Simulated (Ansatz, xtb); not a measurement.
## Two isomers of CH7ClSiSn

We compare I, `C[Si@H](Cl)[SnH3]`, a singlet, with II, `[CH3][Sn@H]([SiH3])[Cl]`, a singlet. Both are isolated molecules in the gas phase, relaxed with PBE0-D3(BJ)/def2-SVP.

Q: Which of the two would you expect CCSD(T)/def2-SVP + ΔMP2/def2-TZVPP electronic energies to favour?

A: Structure I; the calculation gives E(II) − E(I) = +2.2 kcal/mol.

Level by level:

| level | geometry | E(II) − E(I) (kcal/mol) | departure from the last row (kcal/mol) | job, with rough time for the two |
| --- | --- | --- | --- | --- |
| GFN2-xTB | GFN2-xTB | +3.0 | +0.7 | optimisation, 0.17 s |
| HF/STO-3G | GFN2-xTB | −11.1 | −13.4 | single point, 0.7 s |
| r2SCAN-D4/def2-SVP | GFN2-xTB | +0.6 | −1.7 | single point, 2.3 s |
| PBE0-D3(BJ)/def2-SVP | PBE0-D3(BJ)/def2-SVP | +3.3 | +1.1 | optimisation, 33 s |
| HF/def2-SVP | PBE0-D3(BJ)/def2-SVP | +0.6 | −1.6 | part of the CCSD(T) run |
| MP2/def2-SVP | PBE0-D3(BJ)/def2-SVP | +1.7 | −0.5 | part of the CCSD(T) run |
| CCSD(T)/def2-SVP | PBE0-D3(BJ)/def2-SVP | +1.6 | −0.7 | single point |
| CCSD(T)/def2-SVP + ΔMP2/def2-TZVPP | PBE0-D3(BJ)/def2-SVP | +2.2 |  | single point, 29 s |

As drawn, II has 1 C–Sn, 1 Cl–Sn, 2 Si–H in place of 1 C–Si, 1 Cl–Si, 2 Sn–H.

HF/STO-3G puts the two in the other order. The largest departure from CCSD(T)/def2-SVP + ΔMP2/def2-TZVPP is that of HF/STO-3G, 13.4 kcal/mol. The last row adds to CCSD(T) the change of the MP2 difference between the two basis sets, here +0.7 kcal/mol.

With harmonic frequencies from PBE0-D3(BJ)/def2-SVP (ideal gas, rigid rotor, one conformer each, 298.15 K, 1 atm): on the last row, ΔE + ΔZPE = +2.8, ΔH = +3.1, ΔG = +2.2 kcal/mol.

The correlated steps freeze 15 core orbitals; the filled d shell of Sn is correlated, in a basis made for valence electrons. Atoms past krypton carry core potentials in the def2 sets, other sets are all-electron and non-relativistic, and no spin–orbit term is included. Run with Ansatz 0.2.0, xtb 6.7.1; the last row on 2 threads of Intel(R) Xeon(R) 6975P-C (Granite Rapids) on a shared host.
